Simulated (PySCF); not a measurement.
Difluorogermane, F2GeH2.
Z-matrix (Å and degrees, PBE0-D3(BJ)/def2-SVP geometry), rows numbered from 1:
```
F 
Ge  1  1.7289
F   2  1.7286  1  105.15
H   2  1.5284  1  107.93  3   114.91
H   2  1.5286  1  107.96  3  -115.03
```

Level of theory: core-valence-separated Tamm–Dancoff BHandHLYP/aug-pcX-1 (pcseg-1 on H, def2-SVPD on Ge) in PySCF, non-relativistic, gas phase, PBE0-D3(BJ)/def2-SVP geometry. No empirical shift is added; at this level the pattern usually sits a few eV under experiment.

Q: List the fluorine K-edge absorption lines.

A: 
```tsv
E (eV)	f	core hole on	main final orbital
683.65	0.0465	F1/F3	LUMO+1 (2 roots, f summed)
685.21	0.0206	F1/F3	LUMO (2 roots, f summed)
686.27	0.0046	F1/F3	LUMO+2 (2 roots, f summed)
687.33	0.0310	F1/F3	LUMO+4 (2 roots, f summed)
687.39	0.0038	F1/F3	LUMO+3 (2 roots, f summed)
```

The first line with a tenth or more of the strongest one's intensity is at 683.65 eV (f = 0.047, sum of 2), with the hole on F1/F3 (fluorine bonded to Ge). It is also the strongest listed.

Roots within 0.03 eV whose holes lie on the same, on equivalent or on shared atoms are summed into one line, and the highest roots are left out, as the search may have cut off their partners. Final orbitals are the ground state's empty Kohn–Sham orbitals.

Q: What are the wavelength and the wavenumber of the 683.65 eV line?

A: λ = 12398.42 eV Å/683.65 eV = 18.136 Å; 5.5140 × 10⁶ cm⁻¹.

The list ends where the root search ended, not at a threshold. Relativistic effects, spin–orbit coupling among them, are left out although an element past zinc is present.
